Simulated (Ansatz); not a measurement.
Reaction (formal exchange of groups at the Si–O bond): `[NH2][In]([SH])[O][SiH3]` + `C[NH][AlH][SH]` → `[SiH3]C[NH][AlH][SH]` + `[NH2][In]([OH])[SH]`

Computed with Ansatz on PBE0-D4/def2-TZVP structures; ΔE is electronic, products minus reactants. CBS: MP2 limit from def2 TZ/QZ plus the TZ coupled-cluster correction, frozen cores. DFT in def2-TZVPP. Elements past krypton have def2 core potentials. For In outer-core shells are correlated without core-valence functions, which leaves a few kJ/mol of doubt a bond. Each species was taken in one conformer, which may not be the lowest.

`[NH2][In]([SH])[O][SiH3]`:

Z-matrix (Å, degrees):
```
Si
O 1 1.624
H 1 1.497 2 111.4
H 1 1.489 2 111.2 3 119.9
H 1 1.489 2 110.5 3 -119.6
In 2 1.986 1 135.1 3 -10.1
S 6 2.358 2 113.1 1 178.1
N 6 2.007 2 115.6 1 -7.9
H 7 1.345 6 91.3 2 -1.3
H 8 1.010 6 116.9 2 156.4
H 8 1.011 6 114.6 2 26.6
```

`C[NH][AlH][SH]`:

Cartesian coordinates in Å:
```
C -1.370 0.078 0.231
N -0.282 0.521 -0.612
Al 1.447 0.167 -0.564
S 2.294 -1.158 0.959
H -2.121 -0.495 -0.323
H -1.882 0.913 0.723
H -0.993 -0.573 1.023
H -0.604 1.136 -1.345
H 2.400 0.818 -1.637
H 1.110 -1.407 1.544
```

`[SiH3]C[NH][AlH][SH]`:

Cartesian coordinates in Å:
```
Si 1.154 -1.487 0.756
C 0.917 0.130 -0.191
N -0.298 0.096 -0.990
Al -1.825 0.976 -0.823
S -2.101 2.443 0.776
H 2.441 -1.510 1.507
H 0.026 -1.669 1.707
H 1.144 -2.617 -0.214
H 0.861 0.950 0.533
H 1.801 0.348 -0.805
H -0.243 -0.596 -1.724
H -2.992 0.696 -1.842
H -0.884 2.240 1.311
```

`[NH2][In]([OH])[SH]`:

Z-matrix (Å, degrees):
```
N
In 1 2.011
H 1 1.010 2 116.5
H 1 1.011 2 114.7 3 -129.0
O 2 1.981 1 115.3 3 153.0
S 2 2.379 1 125.8 3 -33.0
H 5 0.960 2 113.4 1 173.8
H 6 1.344 2 93.3 1 2.1
```

```tsv
level	ΔE (eV)
ωB97M-V	1.22
B2PLYP	1.28
PBE	1.07
PBE0	1.16
CCSD/def2-TZVPP	1.30
MP2/def2-QZVPP	1.29
SCS-MP2/def2-QZVPP	1.33
CCSD/CBS(def2)	1.30
```

**Question.** What does CCSD(T)/CBS give? (An estimate is asked.)

**Answer.** Ansatz gave: +1.26 eV. The listed levels differ from it by -0.04, 0.02, -0.19, -0.10, 0.04, 0.03, 0.07, 0.04 eV.

Largest T1 diagnostic among the species: 0.015.

From PBE to PBE0 (25 % exact exchange), in def2-TZVPP and without D4, ΔE moves by +0.09 eV. In def2-TZVPP, CCSD(T) changes the Hartree–Fock value by −0.25 eV (the triples alone add −0.04 eV) and MP2 by −0.23 eV.
